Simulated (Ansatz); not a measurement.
F$_{2}$Sr, triplet, at a GFN2-xTB geometry (such geometries of metal compounds can be far from the true shape) (a higher spin typed on purpose: for a closed-shell molecule this is an excited state) (core potentials on Sr); PBE/def2-SVP in Ansatz (a program for electronic structure).

The Ansatz input:
Ansatz 0.2 input:
```yaml
crystal:
  periodic: [false, false, false]
  atoms:
    - {symbol: Sr, position_ang: [-0.01928479, -0.00443925, -0.00172854]}
    - {symbol: F, position_ang: [-0.19487950, 1.54858338, -1.32094324]}
    - {symbol: F, position_ang: [0.27630419, -1.52983987, 1.32824151]}
basis:
  gaussian:
    orbitals: def2-SVP
hamiltonian:
  xc: pbe
magnetization: {spin_polarized: true, initial_magnetization: 2}
scf: {lower_state_search: full}
```

Output, abridged:

```
Functional definition: PBE
577 factors; their error is unknown
mean field evaluation 1: about -6257.1234 eV, gradient 2.2e1 eV
mean field evaluation 2: about -6252.6836 eV, gradient 4.3e1 eV
mean field evaluation 4: about -6258.7186 eV, gradient 4.4e-1 eV
mean field evaluation 8: about -6258.7211 eV, gradient 7.0e-3 eV
mean field evaluation 16: about -6257.0890 eV, gradient 2.2e1 eV
mean field evaluation 32: about -6257.8983 eV, gradient 1.0e-3 eV
mean field evaluation 64: about -6255.9532 eV, gradient 5.7e0 eV
mean field evaluation 96: about -6210.4844 eV, gradient 8.0e1 eV
mean field evaluation 128: about -6258.7194 eV, gradient 8.0e-2 eV
mean field evaluation 160: about -6258.6848 eV, gradient 1.9e-4 eV
mean field evaluation 192: about -6258.7194 eV, gradient 1.8e-2 eV
mean field evaluation 224: about -6258.7193 eV, gradient 1.4e-1 eV
mean field -6258.68476700 eV, -230.0024228983 hartree, gradient 1.7e-5 eV, S^2 2.001874; 17 other end points of the search recorded, 0 dependent functions left out
reference -6258.68481320 eV, -230.0024245962 hartree; 15, 13 occupied and 36, 38 virtual orbitals, 577 factors
Total energy: -6258.68481320 eV, -230.0024245962 hartree
```
